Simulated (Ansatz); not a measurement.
## Ansatz (development build ahead of 0.2.0) run

```yaml
crystal:
  periodic: [false, false, false]
  atoms:
    - { symbol: C, position_ang: [1.4, 0.0, 0.0] }
    - { symbol: C, position_ang: [0.7, 1.21244, 0.0] }
    - { symbol: C, position_ang: [-0.7, 1.21244, 0.0] }
    - { symbol: C, position_ang: [-1.4, 0.0, 0.0] }
    - { symbol: C, position_ang: [-0.7, -1.21244, 0.0] }
    - { symbol: C, position_ang: [0.7, -1.21244, 0.0] }
    - { symbol: F, position_ang: [4.0, 0.0, 0.0] }
    - { symbol: H, position_ang: [1.2425, 2.15207, 0.0] }
    - { symbol: H, position_ang: [-1.2425, 2.15207, 0.0] }
    - { symbol: H, position_ang: [-2.485, 0.0, 0.0] }
    - { symbol: H, position_ang: [-1.2425, -2.15207, 0.0] }
    - { symbol: H, position_ang: [1.2425, -2.15207, 0.0] }
basis:
  gaussian: { orbitals: def2-TZVP }
magnetization:
  initial_magnetization: 2
hamiltonian:
  xc: pbe0
```

The input is written out in the form of the current development build from the run's settings.

Results

```json
{
 "Converged": "yes",
 "Total energy": "-331.02836 hartree",
 "Spin squared of the determinant": "2.000",
 "Stability test": "minimum among restricted orbitals"
}
```

Caution: charge can spread falsely over distant fragments; other spin multiplicities may lie lower.
